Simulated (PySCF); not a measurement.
CH6AlO4Si (SMILES [CH3][Al][O][Si](O)(O)O), doublet, at a GFN2-xTB geometry (such geometries of metal compounds can be far from the true shape) (the spin is typed, not shown lowest). Base run: DF-B3LYP/def2-SVP (PySCF).

PySCF was given this input:
```python
from pyscf import gto, scf, dft

mol = gto.M(
    atom='''
Al   -0.85592216    1.61403498    1.17226343
C    -2.88406648    1.74480945    1.23865118
H    -3.34457240    0.87286602    1.71066228
H    -3.32937802    1.84784851    0.24558581
H    -3.17115948    2.62297550    1.82100228
O     0.00993492    0.45099276    0.32701131
Si    0.76737054   -0.73001050   -0.52437645
O     0.59260543   -2.15006435    0.23393206
O     2.34454825   -0.38811200   -0.65596802
O     0.12888056   -0.84249895   -2.00810498
H    -0.26408299   -2.56548399    0.22179979
H     2.88446748   -0.42705085    0.12756985
H     0.30517176   -0.14485963   -2.63164443
''',
    basis='def2-svp',
    spin=1,
    verbose=4,
)

mf = dft.UKS(mol)
mf.xc = 'b3lyp'
mf = mf.density_fit(auxbasis='def2-universal-jkfit')
mf.kernel()
mf.analyze()
```

Each row names what was changed in the base input (with any setting that the change needs).

```tsv
change	ΔE vs base (mEh)	grid points	electrons on the grid
base	0.000	167656	71.00003
grids.level = 0	145.8	12400	70.96058
grids.atom_grid = (50, 194)	0.072	85024	70.99981
grids.radi_method = mura_knowles	0.000	158416	71.00003
grids.prune = dft.gen_grid.treutler_prune	-0.001	148328	71.00003
grids.atom_grid = (75, 302)	-0.021	186992	71.00005
grids.level = 2	-0.020	112088	71.00005
grids.atom_grid = (30, 110)	0.019	31960	71.00082
grids.radi_method = gauss_chebyshev	0.001	163640	71.00003
grids.prune = off	0.000	273296	71.00003
grids.radi_method = delley	0.000	177272	71.00003
```

Open shells are given as the SCF converged; they aren't shown to be the lowest states, and a large step between rows can be another state.
